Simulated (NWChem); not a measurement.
**HCu in NWChem**

SMILES: [CuH]
```xyz
2

Cu     0.0000     0.0000     0.0488
H      0.0000     0.0000    -1.4145
```
Charge 0, spin multiplicity 1.

Program: NWChem. Structure: optimised with PBE/def2-SVP, a minimum by its harmonic frequencies.

Symmetry labels belong to the abelian group C2v used in the runs, with the axes of the coordinates shown; states degenerate in a higher group split over its labels.

The structure started from a generated list of species.

### Question
List the lowest 5 singlet excitations that TDA-BHandHLYP/def2-SVPD gives, with oscillator strengths.

### Answer
| state | symmetry | energy (eV) | wavelength (nm) | f |
|---|---|---|---|---|
| 1 | a1 | 3.26 | 380 | 0.064 |
| 2 | a1 | 3.90 | 318 | 0.000 |
| 3 | a2 | 3.90 | 318 | 0.000 |
| 4 | b2 | 4.07 | 305 | 0.001 |
| 5 | b1 | 4.07 | 305 | 0.001 |
